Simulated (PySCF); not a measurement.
# Mayer bond orders and bond lengths

Species: Nb(NH)Cl3 (singlet state).
Geometry (PBE0-D3(BJ)/def2-SVP, Å), atoms numbered from 1 in this order:
```xyz
6
Cl3HNNb angstrom
Nb    -0.021   -0.008   -0.412
N      0.054    0.039    1.305
H      0.094    0.049    2.321
Cl     2.141   -0.034   -1.165
Cl    -1.122    1.885   -1.098
Cl    -1.146   -1.930   -0.949
```

Bond orders from the PBE0/pcSseg-1 (def2-TZVP on Nb) density (PySCF). Isolated species at its PBE0-D3(BJ)/def2-SVP geometry, gas phase. Atoms past krypton carry effective core potentials; spin–orbit coupling is left out.

Set the Mayer orders of the bonds beside their lengths.

```
   bond  length (Å)  Mayer order
 Nb1–N2       1.719        2.166
Nb1–Cl4       2.289        1.056
Nb1–Cl5       2.294        1.051
Nb1–Cl6       2.291        1.053
  N2–H3       1.017        0.895
```

Sum the orders of all bonds at each heavy atom with more than one neighbour.

Nb1 5.326, N2 3.061. Orders between atoms that aren't bonded are not in these sums.

The Mayer order sums products of elements of PS (density times overlap matrix) between the two atoms' basis functions, so it depends on the basis set.

The run behind these numbers computed NMR shieldings as well. Time: 11 s. Hardware: Arm Neoverse V1, one thread, no GPU, shared host.
